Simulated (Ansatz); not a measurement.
The same path of FH + H4Sn (7 atoms, charge 0, multiplicity 1) was run twice with different band settings. Lost on the way: Sn1–H2, F6–H7. Made: Sn1–F6, H2–H7.

Computed with RKS BLYP-D4/def2-SVP (Ansatz 0.2.0).

Relaxed end points:

```xyz
7
Properties=species:S:1:pos:R:3
Sn 0.199 0.000 -0.125
H 0.086 0.000 1.620
H 1.889 0.000 -0.508
H -0.548 1.428 -0.737
H -0.548 -1.428 -0.737
F -2.529 0.000 1.494
H -1.689 0.000 1.923
```

```xyz
7
Properties=species:S:1:pos:R:3
Sn -0.202 0.000 -0.834
H -0.757 0.000 3.672
H 1.391 0.000 -0.158
H -0.586 1.448 -1.700
H -0.586 -1.448 -1.700
F -1.433 0.000 0.717
H -0.969 0.000 2.932
```

Common settings: movable images 5; climbing image yes; optimiser quadratic models (default); start path through a guess of the saddle point; force threshold 0.05 eV/Å; iteration limit 60; end points relaxed.

| run | spring |
| --- | --- |
| 1 | 5.0 eV/Å² |
| 2 | 50.0 eV/Å² |

(1) What does each run give, and how far can it be trusted?

Results:

(1) Run 1: converged after 11 iterations, highest image 0.953 eV above the first end. A vibrational analysis at the climbing image gives 2 clearly imaginary modes (1042i, 132i cm⁻¹): a point of higher order. A lower path may pass nearby, or the ends, which weren't checked, may share the extra mode.
Run 2: converged after 12 iterations, highest image 0.953 eV above the first end. Another band between the same ends (5 images) ends at a top of the same energy, where a vibrational analysis finds 2 clearly imaginary modes.
The orbitals stay closed-shell, which can raise the energy where a bond breaks towards radicals; this wasn't checked here.
